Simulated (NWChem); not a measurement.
# SiH₃F; SMILES [SiH3]F

```xyz
5

Si     0.0000     0.0000    -0.4569
F      0.0000     0.0000     1.1819
H      1.0052     1.0052    -0.9391
H      0.3679    -1.3731    -0.9391
H     -1.3731     0.3679    -0.9391
```
Atoms are numbered in this order, from 1.

Structure relaxed at the PBE-D3(BJ)/def2-SVP level.

**Question.** Give the principal values of the shielding tensors (ppm) of Si1, F2 from Hartree-Fock/6-31G* (spherical d), GIAO (NWChem), with their diamagnetic and paramagnetic parts as GIAO splits them.

**Answer.** 
```json
[
 {"atom": "Si1", "σ11": "432.4", "σ22": "432.4", "σ33": "514.6", "isotropic": "459.8", "diamagnetic": "876.3", "paramagnetic": "-416.5"},
 {"atom": "F2", "σ11": "420.9", "σ22": "431.2", "σ33": "431.2", "isotropic": "427.8", "diamagnetic": "472.5", "paramagnetic": "-44.8"}
]
```
